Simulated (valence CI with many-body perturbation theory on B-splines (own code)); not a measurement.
**Bi³²⁺: one-electron terms**

Level of theory: relativistic CI+MBPT: five valence electrons over a frozen Dirac-Fock core [Kr] 4d10, a basis of 7 s, 7 p, 7 d, 7 f, 4 g, 2 h functions for each j, with the one-electron correlation potential Σ1 (screened to all orders), the two-electron term Σ2, the three-electron term Σ3, Breit, model QED; selected single and double excitations, second order for the rest, scaled by the run's own slope (own B-spline code, finite nucleus).

No measured spectrum was set against this ion. As an estimate, large intervals hold to a few tenths of a per cent, small ones and those within an open d or f shell to about a per cent. Among the levels kept, up to 960 cm⁻¹ of a level comes from second order outside the variational space, and about a tenth of that is noise between levels of different J, which matters for small intervals. Only levels of the ground parity were solved; by the run's estimate the other parity begins above the list, which can be wrong where configurations are misplaced.

These are the spectroscopic orbitals of the CI (the correlating ones are not listed), shaped by the core and the other valence electrons. h is the expectation value of the core's Dirac-Fock operator, without the valence repulsion; Σ1 is computed up to l = 3 at one energy for each symmetry, that of its lowest orbital but kept below the first core excitation, so for empty shells it is not the orbital's own correlation shift; Breit and QED include the response of the core.

```
Orbital  h (hartree)  Σ1 (cm⁻¹)  Breit (cm⁻¹)  QED (cm⁻¹)  ⟨r⟩ (bohr)
  5s1/2       -43.88     -20286          5857        4690      0.6735
  6s1/2      -27.652      -6734          2822        2274       1.073
  7s1/2      -19.094      -3322          1601        1311       1.558
  5p1/2      -41.685     -18697          8747         268      0.6896
  6p1/2      -26.538      -6714          4509         141       1.094
  7p1/2      -18.435      -3358          2572        82.7       1.592
  5p3/2      -39.561     -15177          4694         594      0.7300
  6p3/2      -25.466      -5896          2487         317       1.143
  7p3/2      -17.814      -3037          1611         186       1.649
  5d3/2      -36.114     -14213          3296        -256      0.7530
  6d3/2      -23.649      -5920          1835        -137       1.185
  7d3/2      -16.738      -3150          1103       -81.5       1.711
  5d5/2      -35.676     -13473          2067       -78.3      0.7636
  6d5/2      -23.422      -5669          1143       -40.7       1.197
  7d5/2      -16.603      -3028           700       -23.6       1.726
  4f5/2      -54.095     -31233          1821        -842      0.3691
  5f5/2      -31.665     -13418           889        -240      0.7765
  4f7/2      -53.789     -30358          -537        -617      0.3726
  5f7/2      -31.551     -13179           105        -167      0.7800
  5g7/2      -28.163                     -138       -68.2      0.7699
  5g9/2      -28.141                     -363       -47.1      0.7709
```

Among the shells of the start configuration 4f5, Σ1 is largest in size for 4f5/2, where it is 0.26 % of h.

Lowest root of each symmetry, sizes in configuration state functions:

```
   J  Parity  Roots  Reference  Variational  Second order  Change by selected CI (cm⁻¹)  Change by second order (cm⁻¹)
 1/2     odd     10         47        26502         88739                        -10389                            -12
 3/2     odd     21         88        26006        367843                        -10410                           -237
 5/2     odd     27        114        25529        274144                        -10547                           -316
 7/2     odd     30        125        24090        502049                         -9591                           -465
 9/2     odd     29        121        23913         89263                         -9363                           -535
11/2     odd     26        106        23637         82403                         -9540                           -553
13/2     odd     20         81        23198        242974                         -9712                           -588
15/2     odd     16         59        24343         49709                         -9897                           -433
17/2     odd      9         36        24053        470190                         -9485                           -150
19/2     odd      5         20        24397        202002                         -9531                            -46
21/2     odd      3          9        21028          4013                         -9516                             -3
23/2     odd      1          3        10573         84753                         -9462                             -8
```
